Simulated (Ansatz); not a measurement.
`[F][InH][Cl]` and `[F][InH][SH]` differ in one atom or group.

Ansatz, PBE0-D4/def2-TZVP geometries, multiplicity 1. Each molecule was computed in one conformer, which needn't be the lowest.

Elements past krypton have def2 core potentials.

| property | `[F][InH][Cl]` |
| --- | --- |
| HOMO energy (PBE/def2-TZVPP) / eV | -7.66 |
| zero-point energy (PBE0-D4/def2-TZVP) / kJ/mol | 23.0 |
| HOMO–LUMO gap (B3LYP/def2-TZVPP) / eV | 6.65 |
| HOMO–LUMO gap (PBE0/def2-TZVPP) / eV | 7.24 |
| LUMO energy (PBE0/def2-TZVPP) / eV | -1.84 |
| LUMO energy (PBE/def2-TZVPP) / eV | -2.71 |

What does the change do to each property? (An estimate is asked.)

The calculation gave: 
| property | `[F][InH][SH]` | shift |
| --- | --- | --- |
| HOMO energy (PBE/def2-TZVPP) / eV | -6.67 | 0.99 |
| zero-point energy (PBE0-D4/def2-TZVP) / kJ/mol | 44.7 | 21.7 |
| HOMO–LUMO gap (B3LYP/def2-TZVPP) / eV | 5.81 | -0.84 |
| HOMO–LUMO gap (PBE0/def2-TZVPP) / eV | 6.33 | -0.91 |
| LUMO energy (PBE0/def2-TZVPP) / eV | -1.55 | 0.29 |
| LUMO energy (PBE/def2-TZVPP) / eV | -2.24 | 0.47 |

With PBE0 the HOMO rises by 1.20 eV and the LUMO rises by 0.29 eV, so the gap narrows by about 0.91 eV. PBE moves the HOMO by 0.99 eV and ωB97M-V by 1.29 eV. The zero-point energy changes by 21.7 kJ/mol with +3 modes.

B3LYP here is the variant with VWN-RPA as its local correlation; programs differ in this.
